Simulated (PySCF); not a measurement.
## Assigning NMR signals

Atom-mapped SMILES (the numbers label the heavy atoms): `[CH3:1][O:2]/[CH:3]=[C:4](/[Cl:5])[C:6](=[O:7])[Cl:8]`. Hydrogens are named by the atom that carries them.

[PySCF: shieldings: GIAO PBE0/pcSseg-1; GFN2-xTB structure; fast rotation and ring inversion assumed for equivalent nuclei; no solvent model; a single conformation; no relativistic terms]

Shifts are taken against calculated references (same method and geometry level): TMS for 13C (σ = 186.93 ppm), 1H (σ = 31.72 ppm).

(1) Assign these signals to the numbered atoms. 13C{1H} NMR (computed): δ 169.1 (C), 167.9 (CH), 117.8 (C), 62.4 (CH3).

(2) Assign these signals to the numbered atoms. 1H NMR (500 MHz, computed): δ 7.11 (s, 1H), 4.03 (s, 3H).

Results:

(1) 
```tsv
δ (ppm)	atoms	environment	reason
169.1	C6	carbonyl carbon	–
167.9	C3	alkene carbon bearing oxygen	an sp2 carbon further deshielded by the attached heteroatom
117.8	C4	β carbon of an enol-ether or enamine type C=C	–
62.4	C1	methyl carbon bonded to O	deshielded by the electronegative neighbour
```

C6 and C3 lie closer than the usual error of such a calculation, so a measured spectrum could show them in the other order.

(2) 
| δ (ppm) | atoms | environment | reason |
| --- | --- | --- | --- |
| 7.11 | H(C3) | hydrogen on an alkene carbon bearing oxygen | attached to an sp2 carbon and in the plane of the double bond |
| 4.03 | H(C1) | hydrogen on a methyl carbon bonded to O | its carbon carries O, hence the downfield position |

Carbons that carry Cl, above all several Cl atoms, come out too deshielded, partly because spin–orbit coupling is missing. Shifts are as computed. Against solution values, carbons near 30 ppm lie about +3 ppm off and those near 130 ppm about +5 ppm; carbons on Cl a further +6 ppm. Of 1211 compounds with measured shifts, 218 miss one by over three times the rms of a fit or turn the order of signals round; such compounds aren't used in these exercises. No couplings were computed; multiplicities are counted from neighbouring protons, with m where these are inequivalent, close in shift, in a saturated or five-membered ring or joined by F or P, and br s for small geminal =CH2 splittings.
